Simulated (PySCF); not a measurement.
Two species compared at the same levels of theory.

First species: C₈H₉F.
Numbering: `[CH2:1]=[CH:2][C:3]1=[CH:4][C@@H:5]([CH2:6][F:7])[C:8]1=[CH2:9]` (hydrogens: H10, H11 on C1; H12 on C2; H13 on C4; H14 on C5; H15, H16 on C6; H17, H18 on C9)

Geometry (GFN2-xTB, Å), atoms numbered from 1 in this order:
```
atom  x, y, z in Å
C1     2.8365    0.2645    1.0281
C2     2.1490   -0.5982    0.2869
C3     0.8042   -0.4041   -0.1881
C4    -0.0147   -1.1762   -0.9386
C5    -1.1529   -0.1807   -0.9232
C6    -2.4253   -0.6139   -0.2116
F7    -3.1473   -1.4840   -0.9938
C8    -0.2018    0.6690   -0.0771
C9    -0.3265    1.8585    0.4795
H10    3.8420    0.0544    1.3510
H11    2.4201    1.2066    1.3379
H12    2.5974   -1.5397   -0.0088
H13    0.0674   -2.1450   -1.3929
H14   -1.4073    0.2451   -1.8975
H15   -2.1979   -1.1383    0.7224
H16   -3.0771    0.2433   -0.0123
H17    0.4592    2.3158    1.0545
H18   -1.2340    2.4293    0.3720
```

Second species: C₅H₁₃NSi₂.
Atom-mapped SMILES: `[CH2:1]=[CH:2][C@@H:3]1[CH2:4][C@@H:5]1[N:6]([SiH3:7])[SiH3:8]` (hydrogens: H9, H10 on C1; H11 on C2; H12 on C3; H13, H14 on C4; H15 on C5; H16, H17, H18 on Si7; H19, H20, H21 on Si8)

Structure used (GFN2-xTB), in Å, numbered top down from 1:
```xyz
21
C5H13NSi2 angstrom
C      2.764    0.566   -1.039
C      1.604   -0.009   -0.763
C      1.250   -0.563    0.546
C      0.365   -1.785    0.615
C     -0.180   -0.470    1.056
N     -1.193    0.237    0.344
Si    -1.112    1.966    0.533
Si    -2.264   -0.623   -0.718
H      2.986    0.965   -2.014
H      3.541    0.660   -0.297
H      0.840   -0.091   -1.524
H      2.031   -0.476    1.294
H      0.025   -2.190   -0.325
H      0.576   -2.533    1.364
H     -0.260   -0.326    2.132
H     -2.341    2.500   -0.039
H      0.075    2.503   -0.139
H     -1.022    2.239    1.971
H     -1.645   -0.904   -2.024
H     -2.620   -1.883   -0.064
H     -3.430    0.232   -0.909
```

Levels: PBE0/pcSseg-1 for dipole moment, HOMO energy, LUMO energy and HOMO–LUMO gap; GFN2-xTB for rotational constant A and rotational constant C. Geometries: GFN2-xTB. Each species is one conformer at its optimised geometry, gas phase, non-relativistic unless stated; the electronic structure was computed with PySCF and density fitting.

Dipoles, sizes and rotational constants follow the conformer. The torsions of the flexible species, by atom-mapped SMILES:
- `[CH2:1]=[CH:2][C:3]1=[CH:4][C@@H:5]([CH2:6][F:7])[C:8]1=[CH2:9]`: C1–C2–C3–C4 180°, C4–C5–C6–F7 -77°
- `[CH2:1]=[CH:2][C@@H:3]1[CH2:4][C@@H:5]1[N:6]([SiH3:7])[SiH3:8]`: C1–C2–C3–C4 -146°, C4–C5–N6–Si7 -151°

```
             property   column X   column Y
        dipole moment     0.67 D     1.65 D
          HOMO energy   -6.45 eV   -6.70 eV
          LUMO energy    0.24 eV   -1.32 eV
        HOMO–LUMO gap    6.69 eV    5.38 eV
rotational constant A  1.753 GHz  3.584 GHz
rotational constant C  0.860 GHz  0.780 GHz
```

Q: Which column belongs to which species?

A: Column X is the second species and column Y the first. The first has 18 atoms and 66 electrons, the second 21 and 78.

Q: How does each property change from the first species to the second?

A: dipole moment -0.98 D; HOMO energy +0.25 eV; LUMO energy +1.56 eV; HOMO–LUMO gap +1.31 eV; rotational constant A -1.831 GHz; rotational constant C +0.080 GHz.

On the first: A dipole of 1.65 D is allowed in C1, and pure rotational transitions are dipole-allowed. The dipole matches unit charges of opposite sign 0.34 Å apart (1 e·Å = 4.8032 D).

On the second: The dipole equals about 2.2 × 10⁻³⁰ C·m (1 D = 3.33564 × 10⁻³⁰ C·m).
